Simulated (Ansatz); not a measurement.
The cluster Rb₂F₃ (the lowest doublet isomer of a short search) was relaxed with PBE0-D4 (def2-SVP) in Ansatz in these states: charge +1 singlet, neutral doublet, neutral quartet. The geometries follow in no particular order.

In the def2 sets Rb takes a core potential; there is no spin–orbit coupling.

A:

Cartesian coordinates in Å:
```
Rb -1.5383 0.7877 -0.7924
Rb 1.6407 -0.9453 0.1670
F 0.3056 -0.4709 -1.8635
F -0.6968 -0.5188 1.3726
F 0.2887 1.1472 1.1164
```

B:

```xyz
5

Rb   -1.921   -1.105    0.366
Rb    2.233   -0.131   -0.195
F    -0.152   -0.214   -1.500
F     0.136    0.277    1.492
F    -0.297    1.172   -0.162
```

C:

```xyz
5

Rb    0.4267    1.0572    3.2334
Rb    0.3002    1.2142   -1.6357
F     0.3747    1.1609    0.8014
F    -1.2104   -1.5263   -1.2688
F     0.1088   -1.9060   -1.1303
```

Question: Judge from the bond lengths which geometry belongs to which state (an estimate).

Answer: A is the neutral doublet (Rb1–F4 2.665 Å, Rb1–F5 2.667 Å, Rb1–Rb2 3.746 Å); B is the neutral quartet (Rb1–F4 2.722 Å, Rb1–F5 2.846 Å, Rb1–Rb2 4.303 Å); C is the charge +1 singlet (Rb1–F4 5.443 Å, Rb1–F5 5.284 Å, Rb1–Rb2 4.873 Å).

At PBE0-D4/def2-TZVP a doublet lies 5.13 eV below the neutral quartet. In the doublet, F4 and F5 lie 1.95 Å apart (atoms count from 1), so these atoms are partly bonded to each other. In the quartet, F4 and F5 lie 1.93 Å apart, F3 and F5 lie 1.93 Å apart (atoms count from 1), so these atoms are partly bonded to each other. In the charge 1 singlet, F4 and F5 lie 1.38 Å apart (atoms count from 1), so these atoms are partly bonded to each other. These are the stationary points nearest to one start from a short search; other shapes may lie lower in each state.
